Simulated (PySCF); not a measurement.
C₅H₄O, SMILES O=C1C=CC=C1. The structure is a stationary point at PBE-D3(BJ)/def2-SVP.

Level of theory: PBE-D3(BJ)/def2-SVP run with PySCF 2.14.0.

Harmonic wavenumbers (cm⁻¹): 206, 436, 451, 633, 641, 701, 715, 824, 829, 935, 942, 955, 1037, 1041, 1100, 1249, 1301, 1554, 1621, 1768, 3143, 3153, 3189, 3191. Rotational constants (GHz): 8.071, 3.886, 2.623; symmetry number 2.

Work out the zero-point energy and the ideal-gas rigid-rotor harmonic-oscillator thermochemistry at 298.15 K and 1 atm.

ZPE = ½ Σ hcν = ½ × 31615 cm⁻¹ = 189.10 kJ/mol. H − E(el) = 204.25 kJ/mol. Entropy in J/(mol K): translation 163.41, rotation 102.07, vibration 25.59, total 291.07. G − E(el) = 117.47 kJ/mol. Cp = 83.79 J/(mol K).
